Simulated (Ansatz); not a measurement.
Species: sum formula SiH3S, net charge -1, singlet state. It need not be the lowest isomer of its formula. Whether it binds its extra electron was not tested at this geometry. SMILES: [SiH3][S-]
Geometry: optimised at B3LYP-D3(BJ)/def2-TZVP (Ansatz, a first-principles code).

Parts of the frozen-core correlation energy in STO-3G (Ansatz, hartree). Frozen orbitals: 10; correlated occupied orbitals by spin: 7 and 7; virtual: 4 and 4. Spin-orbit coupling is left out. No relativistic terms.

| term | value |
|---|---|
| reference (HF) | -680.34727 |
| MP2 opposite-spin | -0.04954 |
| MP2 same-spin | ___ |
| CCSD correlation | ___ |
| (T) | ___ |
| FCI minus CCSD(T) | -0.00036 |
| T1 diagnostic | 0.010 |
| largest doubles amplitude | 0.062 |

Problem. Fill in the missing entries.

Solution. 
- MP2 same-spin, value: -0.00469
- CCSD correlation, value: -0.07575
- (T), value: -0.00122
